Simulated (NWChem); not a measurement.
System: AlI$_{2}$Cl; SMILES [Al]([I])([Cl])[I]

def2 effective core potentials on I; no spin-orbit coupling.

Give the equilibrium geometry at PBE-D3(BJ)/def2-SVP with def2 effective core potentials on I (NWChem) as an XYZ file, with the point group.

point group C2v; any orientation.
```
4

Al     0.0000     0.0000     0.6946
Cl     0.0000     0.0000     2.7984
I     -2.1427     0.0000    -0.5233
I      2.1427     0.0000    -0.5233
```
